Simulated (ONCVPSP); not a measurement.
**An all-electron radial function and its pseudo partner (Fe)**

Columns: radius, all-electron u(r) and pseudo u(r) of the 3p shell (level -78.51 eV) of iron in the configuration [Ne] 3s2 3p6 3d6; PBE, scalar-relativistic, ONCV scheme, ONCVPSP 4.0.1.

| r (bohr) | all-electron | pseudo |
| --- | --- | --- |
| 0.080 | -0.4482 | 0.0287 |
| 0.160 | -0.5920 | 0.1171 |
| 0.240 | -0.3097 | 0.2670 |
| 0.320 | 0.1240 | 0.4681 |
| 0.400 | 0.5306 | 0.6916 |
| 0.480 | 0.8392 | 0.8986 |
| 0.560 | 1.0374 | 1.0548 |
| 0.640 | 1.1379 | 1.1429 |
| 0.720 | 1.1637 | 1.1657 |
| 0.800 | 1.1369 | 1.1378 |
| 0.880 | 1.0764 | 1.0765 |
| 0.960 | 0.9964 | 0.9963 |
| 1.040 | 0.9071 | 0.9070 |
| 1.120 | 0.8154 | 0.8153 |
| 1.200 | 0.7258 | 0.7257 |
| 1.280 | 0.6410 | 0.6409 |
| 1.360 | 0.5626 | 0.5625 |
| 1.440 | 0.4912 | 0.4911 |
| 1.520 | 0.4269 | 0.4269 |
| 1.600 | 0.3698 | 0.3697 |
| 1.680 | 0.3192 | 0.3192 |
| 1.760 | 0.2749 | 0.2749 |
| 1.840 | 0.2362 | 0.2361 |
| 1.920 | 0.2025 | 0.2024 |
| 2.000 | 0.1733 | 0.1732 |
| 2.080 | 0.1480 | 0.1480 |

Question: How many radial nodes do the two functions have?

Answer: The all-electron 3p function has n − l − 1 = 1; the pseudo-wave has 0, since the states of the same l below it are removed with the core.

Question: At about which radius was the pseudo-wave matched?

Answer: 1.05 bohr. The columns agree to 0.0005 from 0.88 bohr on; several derivatives are matched, so the curves merge somewhat inside the radius.

Question: Where does each function peak?

Answer: Outermost all-electron maximum near 0.72 bohr, pseudo maximum near 0.72 bohr (to the table’s step).

Question: Is the pseudo-wave norm-conserving?

Answer: Yes: the ONCV scheme keeps the norm inside the radius equal to the all-electron one, which fixes the energy derivative of the logarithmic derivative at the level.
